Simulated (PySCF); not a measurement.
## Frontier orbitals and the lowest excitations

Species: C6H9FSi.
Cartesian coordinates in Å at the GFN2-xTB level; atoms count from 1:
```xyz
17
C6H9FSi angstrom
C      3.7974    0.5433    0.0128
C      2.4434    0.0446   -0.0202
C      1.3119   -0.3719   -0.0474
Si    -0.4161   -0.9971   -0.0881
C     -1.6458   -0.1873    1.1373
C     -2.5748    0.1770   -0.0265
F     -3.0442    1.4739    0.0463
C     -1.6391   -0.0519   -1.2191
H      4.0062    0.9869    0.9860
H      4.4983   -0.2721   -0.1636
H      3.9328    1.3015   -0.7580
H     -0.4773   -2.4582   -0.1721
H     -2.1189   -0.7828    1.9136
H     -1.2575    0.7175    1.6010
H     -3.4658   -0.4578   -0.0649
H     -1.2504    0.9008   -1.5731
H     -2.1071   -0.5542   -2.0615
```

Method: PySCF, TDDFT B3LYP/def2-SVPD, vertical, gas phase, core orbitals frozen in the response.

Frontier orbitals with the atoms that hold most of them (Löwdin shares over 4%, at most four atoms; ? is withheld):

```json
{"orbital": "HOMO-3", "ε (eV)": "-8.45", "atoms": "F7 17%, C3 14%, C6 14%, Si4 11%"}
{"orbital": "HOMO-2", "ε (eV)": "-8.40", "atoms": "C3 18%, Si4 17%, C5 16%, C8 16%"}
{"orbital": "HOMO-1", "ε (eV)": "-7.50", "atoms": "C3 32%, C2 30%, Si4 7%, C1 6%"}
{"orbital": "HOMO", "ε (eV)": "?", "atoms": "?"}
{"orbital": "LUMO", "ε (eV)": "-0.44", "atoms": "?"}
{"orbital": "LUMO+1", "ε (eV)": "-0.01", "atoms": "C2 21%, Si4 20%, C3 20%, H12 8%"}
{"orbital": "LUMO+2", "ε (eV)": "0.27", "atoms": "C1 30%, C2 20%, Si4 9%, H10 9%"}
```

**Question.** Which atoms hold the HOMO, and with what shares?

**Answer.** C3 (bonded to C and Si) 25%; C2 (bonded to 2 C) 25%; C5 (bonded to C, Si and 2 H) 12%; C8 (bonded to C, Si and 2 H) 12%.

**Question.** Which atoms hold the LUMO, and with what shares?

**Answer.** Si4 (bonded to 3 C and H) 25%; C3 (bonded to C and Si) 20%; C2 (bonded to 2 C) 19%; C5 (bonded to C, Si and 2 H) 7%. By element: carbon 46% or more, silicon 25%.

**Question.** What is the HOMO energy, and the HOMO–LUMO gap?

**Answer.** ε(HOMO) = -7.37 eV; the gap is 6.93 eV (0.2546 hartree).

**Question.** How does S1 compare with the orbital gap of 6.93 eV?

**Answer.** S1 is at 5.72 eV (f = 0.0003), 1.21 eV below the gap, made of HOMO-1→LUMO (90%). Its leading pair isn't HOMO and LUMO; the energies of that pair differ by 7.06 eV. Without the coupling terms of the response equations the lowest excitation would equal the gap.

**Question.** Give energy, strength and leading configuration of S1 and S3, and follow the Löwdin shares of the leading atoms from the occupied to the empty orbital.

**Answer.** 
- S1 (5.72 eV, f 0.0003), HOMO-1→LUMO (90%): C3 32% → 20%, C2 30% → 19%, Si4 7% → 25%
- S3 (6.05 eV, f 0.0012), HOMO→LUMO+1 (86%): C3 25% → 20%, C2 25% → 21%, Si4 at most 13% → 20%

Löwdin shares depend on the basis, the more so with diffuse functions.

One conformer stands for the species.
